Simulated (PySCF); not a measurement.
Radial density of Zr⁺ (zirconium, charge +1)

UHF, [Kr] 4d2 5s1, high-spin 4F determinant. Calculation: PySCF 2.14, in aug-cc-pVDZ-PP with ECP28MDF (5s5p4d2f, 54 functions); a scalar-relativistic core potential. This is the valence pseudo-density: the core potential removes the inner electrons and smooths the orbitals near the nucleus.

```json
{"r (bohr)": "0.0368", "4πr²ρ (e/bohr)": "1.188e-05", "4πr²(ρα − ρβ)": "0.0000"}
{"r (bohr)": "0.0620", "4πr²ρ (e/bohr)": "3.639e-05", "4πr²(ρα − ρβ)": "0.0000"}
{"r (bohr)": "0.104", "4πr²ρ (e/bohr)": "0.0001420", "4πr²(ρα − ρβ)": "0.0000"}
{"r (bohr)": "0.175", "4πr²ρ (e/bohr)": "0.001008", "4πr²(ρα − ρβ)": "0.0001"}
{"r (bohr)": "0.295", "4πr²ρ (e/bohr)": "0.01587", "4πr²(ρα − ρβ)": "0.0020"}
{"r (bohr)": "0.496", "4πr²ρ (e/bohr)": "0.4554", "4πr²(ρα − ρβ)": "0.0389"}
{"r (bohr)": "0.834", "4πr²ρ (e/bohr)": "5.476", "4πr²(ρα − ρβ)": "0.3811"}
{"r (bohr)": "1.40", "4πr²ρ (e/bohr)": "7.448", "4πr²(ρα − ρβ)": "0.9763"}
{"r (bohr)": "2.36", "4πr²ρ (e/bohr)": "1.752", "4πr²(ρα − ρβ)": "0.9822"}
{"r (bohr)": "3.97", "4πr²ρ (e/bohr)": "0.3995", "4πr²(ρα − ρβ)": "0.3934"}
{"r (bohr)": "6.68", "4πr²ρ (e/bohr)": "0.02658", "4πr²(ρα − ρβ)": "0.0266"}
```

Energies and moments cover only the electrons outside the core potential.
